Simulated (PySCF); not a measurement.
```xyz
3
charge 1 multiplicity 2, angstrom
Sn   -0.1435    0.3904    0.0000
Cl    0.2484   -0.6760    1.9680
Cl    0.2484   -0.6760   -1.9680
```

All numbers come from UPBE0/[Sn def2-TZVP with ECP28, Cl def2-TZVP], scalar-relativistic core potentials, density fitting, no spin–orbit coupling, PySCF.

This geometry of [SnCl2]+ is a stationary point at this level.

Task: What is the point group?

Result: C2v.

Task: Is it a minimum?

Result: Yes: all harmonic wavenumbers are real.

Task: Give the atomic charges and bond orders.

Result: 
```tsv
atom	Mulliken	Löwdin	polar tensor	spin (Mulliken)	Mayer order to Sn1
Sn1	1.14	0.44	1.33	0.47	–
Cl2,3	-0.07	0.28	-0.16	0.26	1.25
```

Task: Give the ideal-gas entropy at 298.15 K and 1 bar by parts.

Result: translation 174.3, rotation 106.9, vibration 23.6, spin 5.8; total 310.6 J/(mol K).

Only a few start shapes were tried, so a lower isomer may exist. Spin–orbit coupling, left out here, can matter for elements this heavy.
